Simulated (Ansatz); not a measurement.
`C[O][W]([F])(=[S])([Cl])[Cl]` + H₂O → `C[O][W]([OH])([F])(=[S])[Cl]` + HCl at 400 K and 1 bar (formal hydrolysis of a W–Cl bond).

Computed with Ansatz on PBE0-D4/def2-TZVP structures; ΔE is electronic, products minus reactants. CCSD(T)/CBS is the MP2 limit (def2-TZVPP, def2-QZVPP) plus CCSD(T) − MP2 in def2-TZVPP, frozen cores. This one scheme is used for every species. Elements past krypton have def2 core potentials. For W outer-core shells are correlated without core-valence functions, which leaves a few kJ/mol of doubt a bond. One conformer a species, not always the lowest.

| species | CCSD(T)/CBS energy (Eh) | H − E (kJ/mol) | S (J/(mol·K)) |
| --- | --- | --- | --- |
| `C[O][W]([F])(=[S])([Cl])[Cl]` | -1599.32014 | 173.0 | 480.8 |
| H₂O | -76.37941 | 69.8 | 198.6 |
| `C[O][W]([OH])([F])(=[S])[Cl]` | -1215.31510 | 206.8 | 476.4 |
| HCl | -460.38127 | 29.6 | 195.4 |

H − E and S are ideal-gas, rigid-rotor, harmonic terms from PBE0-D4/def2-TZVP, for one conformer and one mirror image of each species. 1 Eh = 2625.50 kJ/mol, R = 8.31446 J/(mol·K).

**Question.** By hand: ΔE, ΔH, ΔS and ΔG.

**Answer.** ΔE = (-1215.31510) + (-460.38127) − (-1599.32014) − (-76.37941) = 0.00318 Eh = 8.3 kJ/mol. Δ(H − E) = 206.8 + 29.6 − 173.0 − 69.8 = -6.4, so ΔH = 1.9 kJ/mol. ΔS = 476.4 + 195.4 − 480.8 − 198.6 = -7.6 J/(mol·K). ΔG = 1.9 − 400 × (-7.6)/1000 = 4.9 kJ/mol.

**Question.** By hand: the equilibrium constant, and the temperature at which ΔG would vanish if ΔH and ΔS stayed fixed.

**Answer.** log₁₀ K = −ΔG/(RT ln 10) = -0.6. ΔH and −TΔS have one sign here, so there is no such temperature.

TΔS isn't small against ΔH here. The sign of ΔG lies within the doubt. A doubt of 5 kJ/mol in ΔE shifts log₁₀ K by 0.7 here. Other conformers and mirror images would add mixing entropy, several J/(mol·K) or more a flexible species. Modes under 60 cm⁻¹, often nearly free rotors, make the harmonic entropy too high. These are equilibria of isolated gas molecules and say nothing of rates. Largest T1 diagnostic: 0.021 (customary marks: 0.02 for closed shells, 0.045 for open ones).

ΔS is within the doubt of such terms, so its sign, and with it that verdict, could turn.
